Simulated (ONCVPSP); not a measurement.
# Hardness and transferability of assorted potentials

Generated with ld1.x 7.5 (TM, RRKJ, ultrasoft, PAW), atompaw 4.2 or ONCVPSP 4.0.1. The cutoff is in Ry: for ld1.x and atompaw files where the sum of valence levels is converged to 10 mRy in a Bessel basis, for ONCV files where the hardest occupied wave has 1 mHa per electron of residual kinetic energy. The error is the largest all-electron minus pseudo excitation energy over each file’s own four to seven test configurations (ionisations up to +4, promotions, holes and added fractions of an electron), all of which were solved. The labels leave out finer settings (local radius, basis sizes, second energies), which also bear on the numbers. Spin-polarised tests are not counted. The rows are a selection from randomly drawn settings: files with unsolved tests, undetermined cutoffs or missed reference levels are left out.

| element | potential | cutoff (Ry) | largest error (meV) | bound ghosts |
| --- | --- | --- | --- | --- |
| S | ONCV, PBEsol, scalar-relativistic, rc 0.70/0.65/0.70 (spd), local smoothed, core correction no, reference 2s2 2p6 3s2 3p4, qcut 13/24.9/12.3, projectors 2/2/2 | 429 | +7.9 | none |
| Sc | ONCV, PBE, scalar-relativistic, rc 2.65/3.50/2.45 (spd), local smoothed, core correction yes, reference 3d1 4s1 4p1, qcut 2.5/2.5/7.6, projectors 1/2/2 | 37 | -310 | none |
| Rb | ONCV, LDA (Perdew-Wang 92), scalar-relativistic, rc 2.20/2.40/1.80/2.35 (spdf), local smoothed, core correction yes, reference 4s2 4p6 5s0.5 5p0.5, qcut 6.6/7/5.5/5.2, projectors 2/2/2/2 | 25 | -30 | none |
| Rh | ONCV, LDA (Perdew-Wang 92), scalar-relativistic, rc 1.35/1.40/1.35 (spd), local d, core correction yes, reference 4s2 4p6 4d8 5s1, qcut 8/8.7/10.7, projectors 2/2/0 | 61 | -99 | none |
| Re | ONCV, PBE, scalar-relativistic, rc 2.00/2.05/2.05 (spd), local smoothed, core correction yes, reference 5s2 5p6 5d5 6s2, qcut 6.4/6.3/7.9, projectors 2/2/1 | 33 | -13 | none |
| Re | ONCV, PBEsol, scalar-relativistic, rc 1.60/1.90/1.90 (spd), local smoothed, core correction yes, reference 5s2 5p6 5d5 6s1.5, qcut 9.6/6.7/9.3, projectors 3/2/1 | 58 | -6.3 | none |

Problem. Fill in the row for Rh: ONCV, LDA (Perdew-Wang 92), fully relativistic, rc 1.60/1.15/2.05 (spd), local smoothed, core correction yes, reference 4s2 4p6 4d8, qcut 8.7/6/6, projectors 1/1/3.

Solution. cutoff 253 Ry, largest error +1312 meV, bound ghosts: none.

Problem. Fill in the row for Mo: ONCV, PBE, fully relativistic, rc 2.00/2.40/2.60 (spd), local smoothed, core correction no, reference 4s2 4p6 4d5 5s0.5 5p0.5, qcut 7.8/6.2/7.3, projectors 2/3/2.

Solution. cutoff 30 Ry, largest error +1.7 meV, bound ghosts: none.
